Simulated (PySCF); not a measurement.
# Pm⁵⁰⁺: ionisation energy

Pm⁵⁰⁺ [Ne] 3s1 (2S) → Pm⁵¹⁺ [Ne] (1S), as a difference of total energies. All numbers are calculated (PySCF 2.14, scalar relativity by spin-free X2C-1e, in an uncontracted even-tempered set (17 s from 11 bohr⁻², ratio 2.5; 12 p from 15 bohr⁻², ratio 2.5; 4 d from 54 bohr⁻², ratio 2.7; 4 f from 81 bohr⁻², ratio 2.7)). Correlated levels: outer shells: 1s2 frozen; virtual orbitals above 40 to 60 times the deepest correlated orbital energy dropped. The calculations carry no spin-orbit coupling.

```csv
method,ionisation energy (eV)
UHF,4477.6
LDA,4480.7
PBE,4484.6
PBE0,4483.0
r2SCAN,4476.6
BP86,4483.3
PW91,4485.2
MP2 (outer shells),4478.3
SCS-MP2 (outer shells),4478.2
```

Breit and QED terms and the two-electron picture change are absent.

For comparison: 4476 ± 4 eV (theoretical estimate listed by NIST; NIST Atomic Spectra Database, ionization energies).
